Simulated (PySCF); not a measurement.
Computed IR spectrum (relative IR intensity) of a molecule C2H10OSi2. Coordinates come from a B3LYP-D3(BJ)/def2-SVP optimisation. The values are those of a single conformer. Method: B3LYP-D3(BJ)/def2-SVP (PySCF). Frequencies are harmonic and unscaled.

Lines under 2 % of the strongest are left out, and lines within 2 cm⁻¹ are merged.

ν (cm⁻¹): 311 (m), 361 (vw), 380 (m), 501 (w), 686 (vw), 771 (w), 794 (vs), 884 (s), 935 (w), 945 (w), 952 (m), 956 (m), 1026 (w), 1091 (s), 1138 (w), 1195 (w), 1295 (w), 1413 (m), 1440 (vw), 2195 (m), 2202 (m), 2205 (vw), 2213 (s), 2216 (s), 2967 (m), 3016 (w), 3065 (w), 3082 (w), 3808 (w) (against the strongest line: vs over 80 %, s over 45 %, m over 15 %, w over 4 %, vw less)

Identify the compound among the candidates.
A. COC([SiH3])[SiH3]
B. OCC([SiH3])[SiH3]
C. CO[Si@H](C)[SiH3]
D. OCC[SiH2][SiH3]

D, OCC[SiH2][SiH3]
